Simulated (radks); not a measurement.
The numbers below are computed, except where a source is named.
Dipole-allowed excitations along the series with 11 electrons in [Ne] 3s1. Level of theory: scalar-relativistic Kohn-Sham, LB94 model potential, spin-polarised, spherical densities, finite nucleus; open shells are filled with parallel spins first; Fermi nuclear charge, rms radius of each element as measured or else 0.836 A^(1/3) + 0.57 fm (a radial shooting solver on a logarithmic mesh with Libxc functionals). Time-dependent linear response with the Hartree and adiabatic LDA kernel, continuum included through the Sternheimer equations, no spin-orbit coupling, so fine structure and intercombination lines are absent. Lines are the poles of the dipole polarisability below minus the highest occupied eigenvalue, found on a grid refined at the orbital gaps; the lowest seven at most are given, and weak or close lines can be missed. The first line takes the name of the lowest orbital gap if no other gap lies below it; otherwise a line is named after a gap within 0.6 % of it, if that gap stands alone.

species  -e(HOMO) (eV)  lowest orbital gap (eV)  first line (eV)      f  static alpha (bohr^3)  measured (eV)
Mg+             15.793              3s-3p 4.678    4.960 (3s-3p)  0.882                  27.13    3s-3p 4.430
Al2+            29.475              3s-3p 6.771    7.231 (3s-3p)  0.798                  11.70              -
Si3+            46.418              3s-3p 8.818    9.440 (3s-3p)  0.724                  6.276              -
P4+             66.537             3s-3p 10.847   11.624 (3s-3p)  0.662                  3.804              -
S5+             89.793             3s-3p 12.872   13.799 (3s-3p)  0.610                  2.494              -

Measured values: term averages from the NIST Handbook of Basic Atomic Spectroscopic Data.
